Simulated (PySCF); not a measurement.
CH2F3Ga, SMILES F[C](F)(F)[GaH2].

The structure is a stationary point at PBE0-D3(BJ)/def2-SVP. The structure was generated by enumeration; whether it is a known compound was not checked.

Level of theory: PySCF with B3LYP/def2-TZVP.

Symmetry labels are those of the subgroup Cs that the program uses (full group Cs).

Computed valence orbital energies around the gap with their symmetry:
```csv
orbital,symmetry,energy (eV)
HOMO−7,A',-12.86
HOMO−6,A",-12.86
HOMO−5,A',-12.33
HOMO−4,A',-11.88
HOMO−3,A",-11.84
HOMO−2,A",-11.26
HOMO−1,A",-9.09
HOMO,A',-8.43
LUMO,A',-2.57
LUMO+1,A',0.17
LUMO+2,A',0.89
LUMO+3,A",1.69
```
